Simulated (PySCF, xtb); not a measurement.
Bi(Cl)3 cation (BiCl3), SMILES [Cl][Bi]([Cl])[Cl] (connectivity only; charge and spin as stated), charge +1, multiplicity 2.

Harmonic wavenumbers (cm⁻¹) from xtb with GFN2-xTB at its own minimum, in rising order: 66, 70, 70, 239, 239, 284.

**Question.** What does PBE-D3(BJ)/def2-SVP in PySCF give at its own minimum? (An estimate is asked for; the answer gives what the named calculation found.)

**Answer.** 80, 95, 172, 230, 310, 370. Paired by order, the mean absolute difference is 51 cm⁻¹ and the zero-point energies are 1.4 and 1.8 kcal/mol.
